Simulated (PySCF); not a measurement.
C₅H₅, SMILES [CH]1C=CC=C1, multiplicity 2. Coordinates come from a PBE-D3(BJ)/def2-SVP optimisation. The isomer is the one that the SMILES or the coordinates give; other isomers of the formula were not compared.

Problem. Give the equilibrium geometry at PBE-D3(BJ)/def2-SVP (PySCF confirms it by a frequency run) as Cartesian coordinates in Å, and its point group. (An estimate is asked for; the answer gives what the named calculation found.)

Solution. point group Cs.
```xyz
10

C     -1.1868    -0.1215     0.0000
C     -0.2510    -1.2058     0.0000
C      1.0187    -0.6443     0.0000
C      0.8814     0.8338     0.0000
C     -0.4616     1.1381     0.0000
H     -2.2823    -0.2221     0.0000
H     -0.5007    -2.2733     0.0000
H      1.9750    -1.1858     0.0000
H      1.7200     1.5428     0.0000
H     -0.9161     2.1362     0.0000
```
Charge 0, spin multiplicity 2.
